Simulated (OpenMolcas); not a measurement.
# OpenMolcas run: P2+

Input:

```
&GATEWAY
Coord
1

P 0.0 0.0 0.0
Basis=ANO-RCC
Group=XYZ
NoMove
AngMom=0.0 0.0 0.0
AMFI
&SEWARD
&RASSCF
FileOrb=start.orb
Symmetry=2
Spin=2
nActEl=1 0 1
Inactive=3 3
Ras2=0 3
Ras3=6 0
CIRoot=3 3 1
SDav=3
CIMx=300
Iter=120 100
PrWF=0.3
OrbListing=Nothing
MaxOrb=0
Thrs=2.0e-7 1.0e-1 5.0e-4
Atom
>>> COPY $Project.JobIph JOB001
&RASSCF
FileOrb=start.orb
Symmetry=1
Spin=2
nActEl=1 0 1
Inactive=3 3
Ras2=0 3
Ras3=6 0
CIRoot=6 6 1
SDav=6
CIMx=300
Iter=120 100
PrWF=0.3
OrbListing=Nothing
MaxOrb=0
Thrs=2.0e-7 1.0e-1 5.0e-4
Atom
>>> COPY $Project.JobIph JOB002
&RASSI
NrOfJobIphs=2 3 6
1 2 3
1 2 3 4 5 6
IphNames
JOB001
JOB002
EJob
SpinOrbit
DIPRint=1.0
SOCoupling=1000.0
Subsets=2
MEES
Property=10
'ANGMOM' 1 'ANGMOM' 2 'ANGMOM' 3 'MLTPL  1' 1 'MLTPL  1' 2 'MLTPL  1' 3
'AMFI' 1 'AMFI' 2 'AMFI' 3 'MLTPL  2' 6
SOProperty=3
'ANGMOM' 1 'ANGMOM' 2 'ANGMOM' 3
```

Launched by
```bash
OMP_NUM_THREADS=1 MOLCAS_MEM=2252 MOLCAS_PROJECT=a pymolcas a.inp > a.log  # once for each step of the input, in one work folder
```

A driver script runs the steps one by one and writes start.orb anew before each from the orbitals found so far.

Output, cut to the results:

```
--- SEWARD ---
Basis set label: P.ANO-RCC.........

      Electronic valence basis set:
      ------------------
      Associated Effective Charge  15.000000 au
      Associated Actual Charge     15.000000 au
      Nuclear Model: Point charge

      Shell  nPrim  nBasis  Cartesian Spherical Contaminant
         s      17       8        X
         p      12       7        X
         d       5       5                 X
         f       4       4                 X
         g       2       2                 X
                  Relativistic Douglas-Kroll-Hess integrals:
                    - DKH order of Hamiltonian: 2
                    - DKH order of Properties : 0
                  Atomic mean-field integrals
--- RASSCF ---
Wave function specifications:
      -----------------------------

      Number of closed shell electrons          12
      Number of electrons in active shells       1
      Max number of holes in RAS1 space          0
      Max nr of electrons in RAS3 space          1
      Number of inactive orbitals                6
      Number of active orbitals                  9
      Number of secondary orbitals              85
      Spin quantum number                      0.5
      State symmetry                             2
Orbital specifications:
      -----------------------

      Symmetry species                           1   2
                                                ag  au
      Frozen orbitals                            0   0
      Inactive orbitals                          3   3
      Active orbitals                            6   3
      RAS1 orbitals                              0   0
      RAS2 orbitals                              0   3
      RAS3 orbitals                              6   0
      Secondary orbitals                        42  43
      Deleted orbitals                           0   0
      Number of basis functions                 51  49
      Number of CSFs                             3
      Number of root(s) required                 3
      Iter CI   SX   CI       RASSCF       Energy    max ROT     max BLB   max BLB  Level Ln srch  Step   QN
          iter iter root      energy       change     param      element    value   shift minimum  type update
 Nr of preliminary CI iterations:   1
 ###############################################################################
 ###############################################################################
 ###                                                                         ###
 ###                                                                         ###
 ###    WARNING: Problems in orbital optimization.                           ###
 ###                                                                         ###
 ###                                                                         ###
 ###############################################################################
 ###############################################################################
  Warning: In symmetry  1, orbital p=   4 has diagonal density matrix element D(p,p) close to zero. D(p,p)=  0.000000E+00
  Warning: In symmetry  1, orbital p=   5 has diagonal density matrix element D(p,p) close to zero. D(p,p)=  0.000000E+00
        ...
  Warning: In symmetry  1, orbital p=   7 has diagonal density matrix element D(p,p) close to zero. D(p,p)=  0.000000E+00
  Warning: In symmetry  1, orbital p=   8 has diagonal density matrix element D(p,p) close to zero. D(p,p)=  0.000000E+00
  Warning: In symmetry  1, orbital p=   9 has diagonal density matrix element D(p,p) close to zero. D(p,p)=  0.000000E+00
        4   1    3    0  -340.46118326   -1.75E-11   8.79E-07    3  10 1 -1.75E-06   0.50   0.00    SX    NO
      Convergence after  4 iterations
        5   1    3    0  -340.46118326   -2.90E-12   8.79E-07    3  10 1 -6.85E-07   0.50   0.00    SX    NO
      Natural orbitals and occupation numbers for root  1
      sym 1:   0.000000   0.000000   0.000000   0.000000   0.000000   0.000000
      sym 2:   0.000000   0.000000   1.000000
      Natural orbitals and occupation numbers for root  2
      sym 1:   0.000000   0.000000   0.000000   0.000000   0.000000   0.000000
      sym 2:   0.000000   1.000000   0.000000
      Natural orbitals and occupation numbers for root  3
      sym 1:   0.000000   0.000000   0.000000   0.000000   0.000000   0.000000
      sym 2:   1.000000   0.000000   0.000000
::    RASSCF root number  1 Total energy:   -340.46118326
...
--- RASSI ---
SPIN-FREE ENERGIES:
  (Shifted by EMIN (a.u.) =       -340.4611832581)

 SF State       Relative EMIN(au)   Rel lowest level(eV)    D:o, cm**(-1)      L_eff

     1             0.0000000000        0.0000000000              0.0000         1.0
     2             0.0000000000        0.0000000000              0.0000         1.0
     3             0.0000000000        0.0000000000              0.0000         1.0
     4             0.4954477017       13.4818187753         108738.2017         2.0
     5             0.4954477017       13.4818187753         108738.2017         2.0
     6             0.4954477017       13.4818187753         108738.2017         2.0
     7             0.4954477017       13.4818187753         108738.2017         2.0
     8             0.4954477017       13.4818187753         108738.2017         2.0
     9             0.5284664730       14.3803053139         115984.9843         0.0
     Dipole printing threshold changed to   1.00000000E+00

++ Dipole transition strengths (spin-free states):
   -----------------------------------------------
     for osc. strength at least  1.00000000E+00

  ( Max oscillator strength is only   0.34262512660985439      )
--
Eigenvalues of complex Hamiltonian:
   -----------------------------------
  (Shifted by EMIN (a.u.) =       -340.4611832581)

 SO State       Relative EMIN(au)   Rel lowest level(eV)    D:o, cm**(-1)     J-value

     1            -0.0015319241        0.0000000000              0.0000         0.4
     2            -0.0015319241        0.0000000000              0.0000         0.4
     3             0.0007659620        0.0625286656            504.3277         1.0
     4             0.0007659620        0.0625286656            504.3277         1.0
     5             0.0007659620        0.0625286656            504.3277         1.3
     6             0.0007659620        0.0625286656            504.3277         1.3
...
```

The J values that RASSI prints are effective ones from its own formula and need not be integers or half-integers; the table below assigns J from the states.

Levels above the lowest, from the spin-orbit matrix, grouped by J:

```csv
Configuration,Term,J,E (cm-1),Measured (cm-1),g,Term weight %
3s2 3p,2P*,1/2,0.0,0.0,0.666,100
3s2 3p,2P*,3/2,504,559,1.334,100
3s2 3d,2D,3/2,109070,,0.800,100
3s2 3d,2D,5/2,109078,,1.200,100
3s2 4s,2S,1/2,116321,117836,2.002,100
```

Against the 2 measured excited levels shown (Martin, Zalubas and Musgrove, J. Phys. Chem. Ref. Data 14, 751 (1985)) the mean absolute deviation is 780 cm-1; the largest miss in energy is 3s2 4s 2S 1/2: computed 116321, measured 117836 cm-1 (-1.3 %), and the largest in proportion 3s2 3p 2P* 3/2 (-9.8 %).

ANO sets are built for valence states and can reach diffuse excited orbitals poorly, and with the s shell closed the s pⁿ⁺¹ terms that mix with these levels are absent. With one active electron the reference holds no correlation, so core polarisation is missing. Computed and measured levels are paired by configuration, term and J; levels that our copy of the source lacks, or whose pairing is in doubt (as where it misses far off the trend of its configuration), stay unpaired and out of the deviations. Levels of configurations outside the active space are missing.

The RASSCF and RASSI steps took 9.3 s on 1 thread of AMD EPYC 9R45 96-Core Processor (Zen 5), on a shared host; the integral step is not counted.

The term weight is that of the spin-free term in the level, not the purity of its configuration. * marks odd parity.
